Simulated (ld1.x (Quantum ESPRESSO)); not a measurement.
Values are calculated unless marked as measured or tabulated.
Pseudopotentials across the periodic table

Generated with ld1.x 7.5 (TM, RRKJ, ultrasoft, PAW), atompaw 4.2 or ONCVPSP 4.0.1. The cutoff is in Ry: for ld1.x and atompaw files where the sum of valence levels is converged to 10 mRy in a Bessel basis, for ONCV files where the hardest occupied wave has 1 mHa per electron of residual kinetic energy. The error is the largest all-electron minus pseudo excitation energy over each file’s own four to seven test configurations (ionisations up to +4, promotions, holes and added fractions of an electron), all of which were solved. The labels leave out finer settings (local radius, basis sizes, second energies), which also bear on the numbers. Spin-polarised tests are not counted. The rows are a selection from randomly drawn settings: files with unsolved tests, undetermined cutoffs or missed reference levels are left out.

A true bound ghost makes a file unfit for plane-wave use even where its test errors are small: the radial tests pick states by their node count and pass the ghost by.

```csv
element,potential,cutoff (Ry),largest error (meV),bound ghosts
Ne,"ultrasoft, LDA (PZ), scalar-relativistic, rc 0.50/1.00/1.00 (spd), local smoothed, core correction no, reference 2s2 2p6",160,+223,none
Cl,"TM, PBE, scalar-relativistic, rc 0.95/1.45 (sp), local s, core correction yes, reference 3s2 3p5",140,+288,none
As,"ultrasoft, LDA (PZ), scalar-relativistic, rc 1.95/1.85/2.05 (spd), local smoothed, core correction no, reference 4s2 4p3",8,+450,none
Ru,"PAW, PBE, scalar-relativistic, rc 1.70/1.65/1.32 (spd), local smoothed, core correction yes, reference 4s2 4p6 4d7 5s1 5p0",60,+2.4,none
Sn,"TM, BLYP, scalar-relativistic, rc 1.90/2.70/1.25 (spd), local s, core correction yes, reference 4d10 5s2 5p2",100,-88,none
Te,"ultrasoft, PW91, scalar-relativistic, rc 1.90/2.05 (sp), local smoothed, core correction yes, reference 5s2 5p2",10,-37,"s, d"
Hf,"TM, BLYP, non-relativistic, rc 2.20/2.75/2.55 (spd), local p, core correction yes, reference 5d2 6s1 6p0",21,-319,s
```

**Question.** Fill in the row for Pb: RRKJ, PW91, scalar-relativistic, rc 1.90/1.95 (sp), local smoothed, core correction yes, reference 6s1.5 6p2.5.

**Answer.** cutoff 30 Ry, largest error -80 meV, bound ghosts: s, p, d.

**Question.** Fill in the row for Mo: TM, LDA (PZ), scalar-relativistic, rc 2.15/1.55/2.40 (spd), local p, core correction yes, reference 4p6 4d5 5s1 5p0.

**Answer.** cutoff 50 Ry, largest error -154 meV, bound ghosts: s.
